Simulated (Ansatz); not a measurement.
Frontier orbitals of C$_{2}$H$_{6}$GaIn (`C=[C]([GaH2])[InH2]`).

```xyz
10

C     1.138   -0.890    0.416
C     0.090   -0.139    0.041
Ga   -1.587   -1.089   -0.297
In    0.425    1.976   -0.125
H     2.126   -0.477    0.633
H     1.072   -1.976    0.529
H    -2.890   -0.329   -0.739
H    -1.583   -2.655   -0.109
H    -0.822    3.070   -0.597
H     2.031    2.508    0.247
```

Charge 0, multiplicity 1. Correlated methods include outer-core shells of Ga, In, which these sets cover unevenly. Scalar relativity is left out up to krypton. In takes the def2 core potential. Geometry: relaxed with PBE0-D4/def2-TZVP. Basis def2-TZVPP, Ansatz.

```csv
functional,HOMO (eV),LUMO (eV),gap (eV)
LDA (SPW92),-5.92,-3.16,2.76
PBE,-5.78,-2.89,2.89
revPBE,-5.72,-2.78,2.94
PBE0,-6.83,-2.06,4.77
r2SCAN0,-6.96,-1.95,5.01
HSE06 (plane-wave form),-6.44,-2.43,4.01
ωB97M-V,-8.90,-0.42,8.48
```

Against PBE, PBE0 changes HOMO and LUMO by −1.05 and +0.83 eV, ωB97M-V by −3.12 and +2.48 eV. A gap of 2.88 eV thus becomes 8.48 eV for the same molecule, so an orbital gap means little without its functional.
